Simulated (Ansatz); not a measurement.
Geometry optimisation, RKS BHLYP-D4/def2-mTZVP in Ansatz.

Input file:

```yaml
crystal:
  periodic: [false, false, false]
  atoms:
    - { symbol: Ge, position_ang: [0.0, 0.0, 0.0] }
    - { symbol: Cl, position_ang: [0.0, 0.0, 2.22] }
    - { symbol: H, position_ang: [1.4616, 0.0, -0.5162] }
    - { symbol: Cl, position_ang: [-1.0456, 1.8115, -0.7393] }
    - { symbol: H, position_ang: [-0.73, -1.2648, -0.5162] }
basis:
  gaussian: { orbitals: def2-mTZVP }
hamiltonian:
  xc: { name: BHLYP }
  dispersion: d4
relax:
  f_tol: 0.02
  max_steps: 40
```

Run as:

```bash
$ ansatz run input.yaml --threads 2 --pin off --max-ram 3072MiB --backend cpu --events-out ev --progress --plain --runs-dir out
```

Question: Where does it end, and by what steps?

Answer: The forces met the threshold. After 4 steps the energy has fallen by 0.136 eV; Cl2 moved furthest, 0.09 Å.

```
step  energy less start (eV)  largest force component (eV/Å)  accepted
   0                  0.0000                           1.226       yes
   1                 -0.1160                           0.297       yes
   2                 -0.1347                           0.076       yes
   3                 -0.1355                           0.034       yes
   4                 -0.1356                           0.003       yes
```

```xyz
5
Properties=species:S:1:pos:R:3
Ge 0.011 -0.018 -0.015
Cl 0.000 0.001 2.133
H 1.454 0.055 -0.480
Cl -1.005 1.741 -0.709
H -0.774 -1.232 -0.480
```

Whether the end is a true minimum wasn't checked by a vibrational analysis.

Run time: 18 s on 2 threads of Intel(R) Xeon(R) Platinum 8259CL CPU @ 2.50GHz (Skylake/Cascade Lake), with other jobs on the host, peak memory 0.2 GiB.
